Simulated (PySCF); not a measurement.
Ionisation energy of Ir³⁹⁺ by level of theory

Ir³⁹⁺ [Kr] 4d2 [4d3/2^2, M_J = 2] → Ir⁴⁰⁺ [Kr] 4d1 [4d3/2^1, M_J = 3/2], as a difference of total energies. Computed with PySCF 2.14 in an uncontracted even-tempered set (16 s from 4.6 bohr⁻², ratio 2.8; 14 p from 5.9 bohr⁻², ratio 2.8; 9 d from 5.9 bohr⁻², ratio 2.8; 3 f from 22 bohr⁻², ratio 3), with the two-component X2C-1e Hamiltonian. Correlated levels: [Ar] 3d10 frozen; the 96 highest virtual spinors dropped. "Screened" scales the spin-orbit matrix elements by Boettger's factors to mimic the two-electron term; Breit and QED terms are absent.

| method | ionisation energy (eV) |
| --- | --- |
| GHF (spin-free) | 1789.7 |
| GMP2 (spin-free) | 1789.6 |
| GHF (screened spin-orbit) | 1802.1 |
| GMP2 (screened spin-orbit) | 1802.1 |

Breit and QED terms and the two-electron picture change are absent.

The spin-free rows relax to the high-spin LS determinant and lack the spin-orbit shift.

The labels give the starting determinants; with spin-orbit coupling the two ends relaxed to ⟨J²⟩ = 6.02, ⟨L²⟩ = 10.23, ⟨S²⟩ = 1.59 and ⟨J²⟩ = 3.75, ⟨L²⟩ = 6.10, ⟨S²⟩ = 0.85.

For comparison: 1801 ± 4 eV (theoretical estimate listed by NIST; NIST Atomic Spectra Database, ionization energies).
